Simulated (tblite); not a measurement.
C5H8O3.
Bonds: C1–O2, O2–C3, C3–O4 (double), C3–O5, O5–C6, C6–C7, C7–C8, C6–C8. Hydrogens: H9, H10, H11 on C1; H12 on C6; H13, H14 on C7; H15, H16 on C8.

Computed with GFN2-xTB (tblite), gas phase: Langevin dynamics at 200 K from the optimised GFN2-xTB geometry, time step 0.5 fs, friction 0.01 fs⁻¹, 2000 steps.

Start geometry:
```
atom  x, y, z in Å
C1      3.315    0.133   -0.088
O2      1.974    0.315   -0.524
C3      1.028   -0.055    0.342
O4      1.226   -0.514    1.432
O5     -0.158    0.182   -0.209
C6     -1.301   -0.127    0.566
C7     -2.508    0.729    0.354
C8     -2.484   -0.682   -0.160
H9      3.586   -0.924   -0.124
H10     3.436    0.495    0.935
H11     3.933    0.705   -0.775
H12    -1.046   -0.486    1.555
H13    -3.120    0.965    1.210
H14    -2.425    1.524   -0.369
H15    -2.387   -0.822   -1.225
H16    -3.079   -1.431    0.337
```

The statistics below take the 31 frames saved every 25 fs from 250 to 1000 fs; their kinetic temperature (all 3N coordinates) averages 210 K.

Q: How do the bond lengths spread?

A: 
| bond | start (Å) | mean (Å) | standard deviation (Å) | shortest (Å) | longest (Å) |
| --- | --- | --- | --- | --- | --- |
| C1–O2 | 1.422 | 1.429 | 0.020 | 1.388 | 1.457 |
| O2–C3 | 1.335 | 1.336 | 0.036 | 1.267 | 1.420 |
| C3=O4 | 1.199 | 1.199 | 0.017 | 1.166 | 1.249 |
| C3–O5 | 1.329 | 1.337 | 0.027 | 1.296 | 1.388 |
| O5–C6 | 1.415 | 1.412 | 0.020 | 1.370 | 1.455 |
| C6–C7 | 1.494 | 1.502 | 0.026 | 1.449 | 1.560 |
| C7–C8 | 1.501 | 1.509 | 0.020 | 1.470 | 1.549 |
| C6–C8 | 1.495 | 1.506 | 0.024 | 1.463 | 1.568 |
| C1–H9 | 1.092 | 1.095 | 0.017 | 1.047 | 1.132 |
| C1–H10 | 1.091 | 1.100 | 0.030 | 1.045 | 1.156 |
| C1–H11 | 1.087 | 1.091 | 0.033 | 1.028 | 1.160 |
| C6–H12 | 1.083 | 1.087 | 0.024 | 1.044 | 1.145 |
| C7–H13 | 1.078 | 1.082 | 0.020 | 1.053 | 1.130 |
| C7–H14 | 1.078 | 1.081 | 0.016 | 1.057 | 1.132 |
| C8–H15 | 1.078 | 1.080 | 0.021 | 1.044 | 1.130 |
| C8–H16 | 1.079 | 1.084 | 0.034 | 1.009 | 1.134 |

Q: Follow the torsions C1–O2–C3–O4, O2–C3–O5–C6 and C3–O5–C6–C7 through every second one of these frames.

A: 
| t (fs) | C1–O2–C3–O4 (°) | O2–C3–O5–C6 (°) | C3–O5–C6–C7 (°) |
| --- | --- | --- | --- |
| 250 | -11 | 169 | -177 |
| 300 | -8 | 168 | -169 |
| 350 | -1 | 172 | -164 |
| 400 | 17 | 179 | -168 |
| 450 | 9 | 178 | -176 |
| 500 | -4 | 170 | 180 |
| 550 | -2 | -173 | 170 |
| 600 | -3 | -167 | 166 |
| 650 | 0 | -164 | 164 |
| 700 | 3 | -173 | 167 |
| 750 | 22 | -168 | 163 |
| 800 | 14 | -178 | 173 |
| 850 | -3 | 172 | -176 |
| 900 | 3 | -172 | 179 |
| 950 | 1 | -163 | 165 |
| 1000 | -10 | -166 | 156 |

Largest departure from the start value over all these frames: C1–O2–C3–O4 22° (start 0°), O2–C3–O5–C6 17° (start -179°), C3–O5–C6–C7 48° (start 148°).

The run is classical and short, so these are rough statistics of one trajectory.

What follows is the cost of the whole dynamics run. Cost: about 30 s of CPU time on one thread; the machine was shared, so the figure is rough.
